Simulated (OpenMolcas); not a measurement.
# 3d ions of charge +5 along the row

| Item | Value |
| --- | --- |
| Program | OpenMolcas |
| Method | CASSCF |
| Basis | ANO-R3 |
| Scalar Hamiltonian | X2C, finite nucleus |
| Spin-orbit coupling | state interaction with AMFI integrals over the reference wave functions, term energies averaged over their components |

Active space: the 3d shell.

B and C come from two terms' centres of gravity (d2, d8: 3P = 15B, 1G = 12B + 2C; d3, d7: 4P = 15B, 2G = 4B + 3C; d4, d6: 3G = 9B + 4C, 3H = 4B + 4C; d5: 4D = 17B + 5C, 4G = 10B + 5C, above the ground term), where all their levels are at least 80 % pure. ζ = ±2S·A comes from the whole width of the ground multiplet by E(J) = (A/2) J(J+1), where its levels are at least 85 % pure. Energies in cm-1.

```tsv
Ion	Configuration	Lowest level	Weight (%)	B	B measured	C	C measured	ζ	ζ measured
Mn5+	3d²	³F₂	100	1431	1159	5331	5322	474	477
Fe5+	3d³	⁴F_3/2	100	1496	1205	5681	5007	597	572
Co5+	3d⁴	⁵D₀	100	1609	1131	5870	5809	749	713
Ni5+	3d⁵	⁶S_5/2	100	1653		6138			
Cu5+	3d⁶	⁵D₄	100	1796	1457	6251	5971	1061	1093
```

Measured columns use the levels in Corliss and Sugar, J. Phys. Chem. Ref. Data 6, 1253 (1977) (Mn5+); Corliss and Sugar, J. Phys. Chem. Ref. Data 11, 135 (1982) (Fe5+); Sugar and Corliss, J. Phys. Chem. Ref. Data 10, 1097 (1981) (Co5+); Sugar and Musgrove, J. Phys. Chem. Ref. Data 19, 527 (1990) (Cu5+).

The computed B goes from 1431 (Mn5+) to 1796 cm-1 (Cu5+), a factor of 1.26, rising at every step. It departs from the measured column by +23 to +42 %. The Trees term is left out, which lowers the B read from the levels of every ion, most for d4 to d6. The pair of terms that fixes B changes along the row, so steps between ions also reflect that choice.

The computed ζ goes from 474 (Mn5+) to 1061 cm-1 (Cu5+), a factor of 2.24, rising at every step. It departs from the measured column by -3 to +5 %.

Without dynamic correlation excited terms often stand tens of per cent too high (terms of higher spin than the ground term too low), and those without a measured partner can miss by more than the paired ones. Some levels mix across a computed gap that differs much from the measured one, so their mixing is not that of the real levels (holds for Ni5+; Cu5+). Measured partners are found by configuration, term and J. A level has none where our copy of the source lacks it or the pairing is in doubt (some pairs that miss far off the trend of their configuration count as doubtful), and it then counts in no deviation. Only configurations of the active space appear.
